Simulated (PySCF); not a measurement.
Species: C2H11N3OSi3.
SMILES: `CC(=O)[SiH]1N[SiH2]N[SiH2]N1`

The closed-shell ground state was solved at several levels (PySCF, density fitting, gas phase, non-relativistic). Isolated species at its PBE0-D3(BJ)/def2-SVP geometry (one conformer only).

```
            level  basis functions  total energy (Eh)  HOMO (eV)  LUMO (eV)  gap (eV)  dipole (D)
    PBE0/pcSseg-1              229         -1190.1514      -6.81      -1.13      5.68        2.59
wB97X-D/def2-SVPD              283         -1190.3452      -8.73       0.59      9.32        2.67
```

(1) Estimate the row for wB97X-D/pcSseg-1, a basis of 229 functions; the other rows only guide the guess.

(2) Over all these levels, which gives the widest orbital gap and which the narrowest?

(3) How far do the dipole and the HOMO energy spread over the levels?

Results:

(1) Total energy -1190.7657 Eh, HOMO -8.67 eV, LUMO 0.75 eV, gap 9.42 eV, dipole 2.65 D.

(2) wB97X-D/pcSseg-1 (range-separated hybrid) has the widest, 9.42 eV, and PBE0/pcSseg-1 (global hybrid, 25 % exact exchange) the narrowest, 5.68 eV. The two share the basis. From the narrowest to the widest the HOMO moves by -1.86 eV and the LUMO by +1.88 eV.

(3) The dipole runs from 2.59 to 2.67 D (mean 2.64 D) and the HOMO from -8.73 to -6.81 eV.

wB97X-D is run here without its empirical dispersion term; that term would change no orbital, density or response property at a fixed geometry.
